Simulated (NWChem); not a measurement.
**Atomisation of C$_{4}$H$_{5}$FSi**

SMILES: C#C[Si@H](F)C=C
```xyz
11

C      2.1551     1.1183    -1.0360
C      1.3194     0.5657    -0.3450
Si     0.0571    -0.2451     0.7063
F      0.3073    -1.8529     0.6625
C     -1.6422     0.1332     0.0676
C     -1.8747     0.8833    -1.0161
H      2.8982     1.6036    -1.6444
H      0.2400     0.1629     2.1242
H     -2.5021    -0.2764     0.6145
H     -2.8906     1.0969    -1.3668
H     -1.0558     1.3175    -1.6011
```
Charge 0, spin multiplicity 1.

Program: NWChem. All single points use one geometry, from PBE0/def2-SVP, with no frequency check, so it may be a saddle point. It is one conformer; others weren't searched.

Basis set: def2-SVP. The atomisation energy is electronic alone: no zero-point, thermal, spin-orbit or counterpoise terms. No value is extrapolated to the basis-set limit. Free atoms are single determinants with multiplicities C 3, Si 3, F 2, H 2. Correlated methods freeze the same cores in atoms and molecule, 10 orbitals in all.

The structure started from a generated list of species. No SCF solution was tested for a lower state. Open-shell Hartree-Fock references start from PBE0 orbitals.

Question: One of these methods gave an atomisation energy of 1088.2 kcal/mol. Which?
A) HF
B) MP2
C) PBE0
D) BHandHLYP

Answer: D, BHandHLYP. The others give 1098.0 (MP2), 1131.6 (PBE0), 843.4 (HF).
